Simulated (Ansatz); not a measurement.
Computed with Ansatz on PBE0-D4/def2-TZVP structures; ΔE is electronic, products minus reactants. CBS: MP2 limit from def2 TZ/QZ plus the TZ coupled-cluster correction, frozen cores. DFT in def2-TZVPP. HSE06 is defined as in plane-wave codes. def2 core potentials past Kr. For I outer-core shells are correlated without core-valence functions, which leaves a few kJ/mol of doubt a bond. Each species was taken in one conformer, which may not be the lowest.

Consider the formal exchange of groups at the Si–C bond: `C[SiH](O)S` + `[SiH3][SiH2]I` → `O[SiH](S)[SiH2][SiH3]` + `CI`.

```csv
level,ΔE (kJ/mol),difference from CCSD(T)/CBS
LDA (SPW92),136.4,-6.5
BLYP-D4,128.0,-14.9
r2SCAN-D4,143.2,0.3
HSE06-D4,137.3,-5.6
PBE-QIDH,147.8,4.9
PBE,130.2,-12.7
HF/def2-TZVPP,157.3,14.4
HF/def2-QZVPP,157.8,14.9
HF/CBS(def2),157.9,15.0
CCSD/CBS(def2),146.1,3.2
CCSD(T)/CBS,142.9,0
```

Largest T1 diagnostic among the species: 0.013.

From PBE to PBE0 (25 % exact exchange), in def2-TZVPP and without D4, ΔE moves by +9.2 kJ/mol. Leaving LDA and LC-ωPBE aside and taking each functional with its dispersion term where it has one, the values, not all of them listed here, spread over 23.0 kJ/mol, from revPBE-D4 to ωB97M-V. LDA lies +6.2 kJ/mol from PBE without D4. The D4 term adds −3.1 kJ/mol with B3LYP and −2.1 kJ/mol with PBE0; it sums over pairs of atoms, weighted by their polarisabilities, and B3LYP, whose exchange is more repulsive, gets the larger term.

B3LYP here is the variant with VWN-RPA as its local correlation; programs differ in this.
